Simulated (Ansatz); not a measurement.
Ansatz results at the PBE0-D4/def2-TZVP geometry: size of the dipole moment (B3LYP/def2-TZVPP) 0.47 D; size of the dipole moment (PBE/def2-TZVPP) 0.53 D; size of the dipole moment (ωB97M-V/def2-TZVPP) 0.45 D.

(1) Which molecule gave them?
A. `N[Si]([O])(F)F`•
B. `[CH2][N](C)[In]([Cl])[Cl]`•
C. `O[SiH]F`•
D. `C[N](C)[InH]`•

Answers

(1) D. The others give `O[SiH]F`•: 1.45, 1.38, 1.48; `N[Si]([O])(F)F`•: 3.26, 3.71, 2.72; `[CH2][N](C)[In]([Cl])[Cl]`•: 6.35, 6.18, 6.41.

B3LYP here is the variant with VWN-RPA as its local correlation; programs differ in this.
